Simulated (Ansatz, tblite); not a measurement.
Isomers of InTe3 (doublet), found by a short tight-binding search and relaxed with PBE-D4/def2-SVP in Ansatz.

In the def2 sets In, Te take a core potential; there is no spin–orbit coupling. The xTB rows come from tblite. B3LYP takes the VWN-RPA correlation. Correlated methods freeze 16 core orbitals; core or outer-core shells of In, Te are correlated, in sets that lack core-valence functions.

Other spin states were run for one of them alone.

A:

```xyz
4

In   -1.1782   -0.4675    1.4920
Te   -1.4840   -0.3231   -1.5779
Te    1.8785   -0.2896    1.0880
Te    0.7837    1.0802   -1.0021
```

B:

Cartesian coordinates in Å:
```
In -0.494 -0.771 0.552
Te -2.310 -0.620 2.346
Te 1.352 2.033 -1.503
Te 1.452 -0.642 -1.394
```

Q: Estimate which lies lowest at each level, and how far above it the others are (kJ/mol).

A: 
```csv
level,A,B
GFN1-xTB,0.0,223.8
GFN2-xTB,0.0,138.5
HF/def2-SVP,8.8,0.0
PBE-D4/def2-TZVP,0.0,83.8
r2SCAN-D4/def2-TZVP,0.0,65.8
B97M-V/def2-TZVP,0.0,65.7
B3LYP-D4/def2-TZVP,0.0,76.6
PBE0-D4/def2-TZVP,0.0,71.0
MP2/def2-SVP,0.0,48.0
CCSD/def2-SVP,0.0,35.1
CCSD(T)/def2-SVP,0.0,41.8
```
Point groups (tolerance 0.1 Å): A Cs, B Cs. Lower isomers may exist.
